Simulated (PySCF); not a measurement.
boroxine cation (B3H3O3), SMILES B1OBOBO1 (connectivity only; charge and spin as stated), charge +1, multiplicity 2. Atoms are numbered in the order given.

```xyz
9

B      0.0000     0.0000     1.5167
O      0.0000     1.0950     0.6597
B      0.0000     1.1716    -0.7040
O      0.0000     0.0000    -1.4142
B      0.0000    -1.1716    -0.7040
O      0.0000    -1.0950     0.6597
H      0.0000     0.0000     2.7002
H      0.0000     2.2615    -1.2429
H      0.0000    -2.2615    -1.2429
```
Charge +1, spin multiplicity 2.

Geometry optimised at B3LYP-D3(BJ)/def2-SVP. The multiplicity is an assumed one; no other spin state was optimised.

These are PBE/pcH-1 (PySCF) values and carry that method's errors.

Unrestricted Kohn–Sham, ⟨S²⟩ = 0.752. Hyperfine tensors hold the contact and dipolar terms, without spin-orbit corrections.

Computed hyperfine couplings:
```tsv
nucleus	A(iso) (MHz)	A(iso) (G)	dipolar principal values (MHz)
11B no. 1	-21.0	-7.5	-8.9, -1.1, 10.0
17O no. 2	-44.8	-16.0	-105.7, 51.7, 54.1
11B no. 3	30.6	10.9	-8.5, -0.2, 8.7
17O no. 4	2.8	1.0	-27.9, 13.8, 14.1
11B no. 5	30.6	10.9	-8.5, -0.2, 8.7
17O no. 6	-44.8	-16.0	-105.7, 51.7, 54.1
1H no. 7	-2.6	-0.9	-4.3, -0.9, 5.2
1H no. 8	260.4	92.9	-6.8, -6.5, 13.3
1H no. 9	260.4	92.9	-6.8, -6.5, 13.3
```
